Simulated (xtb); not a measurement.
ditellurium (Te2), triplet, from a rough starting geometry; GFN2-xTB run with xtb.

Input for xtb:
```
$ xtb mol.xyz --gfn 2 --uhf 2 --opt vtight --json

# file mol.xyz
2

Te     1.34276978    -0.02058650    -0.01626452
Te    -1.29018891     0.06232832    -0.01559711
```

Output, abridged:

```
   ID    Z sym.   atoms
    1   52 Te     1, 2

           -------------------------------------------------
          |                Calculation Setup                |
           -------------------------------------------------

           -------------------------------------------------
          |                 G F N 2 - x T B                 |
           -------------------------------------------------

          ...................................................
          :                      SETUP                      :
          :.................................................:
          :  # basis functions                  20          :
          :  # atomic orbitals                  18          :
          :  # shells                            6          :
          :  # electrons                        12          :
          :  max. iterations                   250          :
          :  Hamiltonian                  GFN2-xTB          :
          :  restarted?                      false          :
          :  GBSA solvation                  false          :
          :  PC potential                    false          :
          :  electronic temp.          300.0000000     K    :
          :  accuracy                    1.0000000          :
          :  -> integral cutoff          0.2500000E+02      :
          :  -> integral neglect         0.1000000E-07      :
          :  -> SCF convergence          0.1000000E-05 Eh   :
          :  -> wf. convergence          0.1000000E-03 e    :
          :  Broyden damping             0.4000000          :
          :  net charge                          0          :
          :  unpaired electrons                  2          :
          ...................................................

 iter      E             dE          RMSdq      gap      omega  full diag
   1     -6.1703929 -0.617039E+01  0.487E+00    3.54       0.0  T
   2     -6.1704218 -0.289427E-04  0.343E+00    3.55       1.0  T
   3     -6.1704497 -0.278516E-04  0.209E-01    3.56       1.0  T
   4     -6.1704497 -0.380129E-07  0.267E-02    3.56       2.7  T
   5     -6.1704497 -0.247069E-08  0.513E-03    3.56      13.8  T
   6     -6.1704497 -0.442615E-10  0.929E-05    3.56     761.2  T
   7     -6.1704497  0.212301E-10  0.676E-05    3.56    1045.8  T

   *** convergence criteria satisfied after 7 iterations ***

 transition dipole moment (au) for excitation:           6           7
     X       Y       Z
  -0.0000  -0.0000  -0.0000  total (au/Debye):    0.000   0.000
 dE (eV)             :    0.000
 oscillator strength :  0.23317E-38

         :::::::::::::::::::::::::::::::::::::::::::::::::::::
         ::                     SUMMARY                     ::
         :::::::::::::::::::::::::::::::::::::::::::::::::::::
         :: total energy              -6.163379352462 Eh    ::
         :: gradient norm              0.014708865968 Eh/a0 ::
         :: HOMO-LUMO gap              3.562285618916 eV    ::
         ::.................................................::
         :: SCC energy                -6.170449695326 Eh    ::
         :: -> isotropic ES           -0.000000116999 Eh    ::
         :: -> anisotropic ES          0.000074366492 Eh    ::
         :: -> anisotropic XC         -0.000386189134 Eh    ::
         :: -> dispersion             -0.001336116099 Eh    ::
         :: repulsion energy           0.007070342864 Eh    ::
         :: add. restraining           0.000000000000 Eh    ::
         :: total charge               0.000000000000 e     ::
         :::::::::::::::::::::::::::::::::::::::::::::::::::::

      -----------------------------------------------------------
     |                   =====================                   |
     |                        A N C O P T                        |
     |                   =====================                   |
     |               Approximate Normal Coordinate               |
[...]
 * total energy  :    -6.1633794 Eh     change       -0.2154277E-10 Eh
 * total energy  :    -6.0927343 Eh     change        0.7064509E-01 Eh
 * total energy  :    -6.1632095 Eh     change       -0.7047527E-01 Eh
 * total energy  :    -6.1635278 Eh     change       -0.3183113E-03 Eh
 * total energy  :    -6.1637034 Eh     change       -0.1755432E-03 Eh
 * total energy  :    -6.1637045 Eh     change       -0.1081796E-05 Eh
 * total energy  :    -6.1637047 Eh     change       -0.2290036E-06 Eh
 * total energy  :    -6.1637047 Eh     change       -0.5350387E-11 Eh
   *** GEOMETRY OPTIMIZATION CONVERGED AFTER 8 ITERATIONS ***
         :: total energy              -6.163704702716 Eh    ::
[...]
         :: -> anisotropic XC         -0.000451131126 Eh    ::
         :: -> dispersion             -0.001336735180 Eh    ::
         :: repulsion energy           0.008774174101 Eh    ::
         :: add. restraining           0.000000000000 Eh    ::
         :: total charge               0.000000000000 e     ::
         :::::::::::::::::::::::::::::::::::::::::::::::::::::

           -------------------------------------------------
          |                Property Printout                |
           -------------------------------------------------

    * Orbital Energies and Occupations

         #    Occupation            Energy/Eh            Energy/eV
      -------------------------------------------------------------
         1        2.0000           -0.8124923             -22.1090
         2        2.0000           -0.7974662             -21.7002
         3        2.0000           -0.4046186             -11.0102
         4        2.0000           -0.3746245             -10.1941
         5        2.0000           -0.3746245             -10.1941
         6        1.0000           -0.3163963              -8.6096
         7        1.0000           -0.3163963              -8.6096 (HOMO)
         8                         -0.1797625              -4.8916 (LUMO)
         9                         -0.0094755              -0.2578
        10                         -0.0094755              -0.2578
        11                          0.0426267               1.1599
        12                          0.0426267               1.1599
        13                          0.0883622               2.4045
        14                          0.0883622               2.4045
        15                          0.1256190               3.4183
        16                          0.1256190               3.4183
        17                          0.1966438               5.3509
        18                          0.8784575              23.9040
      -------------------------------------------------------------
                  HL-Gap            0.1366338 Eh            3.7180 eV
             Fermi-level           -0.2967949 Eh           -8.0762 eV

     #   Z          covCN         q      C6AA      α(0)
     1  52 Te       0.967     0.000   428.487    38.577
     2  52 Te       0.967    -0.000   428.487    38.577

 Mol. C6AA /au·bohr⁶  :       1713.948745
 Mol. C8AA /au·bohr⁸  :     173979.177001
 Mol. α(0) /au        :         77.154381

Wiberg/Mayer (AO) data.
largest (>0.10) Wiberg bond orders for each atom

 ---------------------------------------------------------------------------
     #   Z sym  total        # sym  WBO       # sym  WBO       # sym  WBO
 ---------------------------------------------------------------------------
     1  52 Te   2.046 --     2 Te   2.046
     2  52 Te   2.046 --     1 Te   2.046
 ---------------------------------------------------------------------------

Topologies differ in total number of bonds
Writing topology from bond orders to xtbtopo.mol

molecular dipole:
                 x           y           z       tot (Debye)
 q only:        0.000      -0.000      -0.000
   full:       -0.000      -0.000       0.000       0.000
molecular quadrupole (traceless):
                xx          xy          yy          xz          yz          zz
 q only:        0.000       0.000      -0.000      -0.000       0.000      -0.000
  q+dip:       -2.102       0.099       1.049       0.001      -0.000       1.052
   full:       -1.083       0.051       0.541       0.000      -0.000       0.542

optimized geometry written to: xtbopt.xyz

           -------------------------------------------------
          | TOTAL ENERGY               -6.163704702716 Eh   |
          | GRADIENT NORM               0.000000005431 Eh/α |
          | HOMO-LUMO GAP               3.717996078224 eV   |
           -------------------------------------------------

normal termination of xtb
```
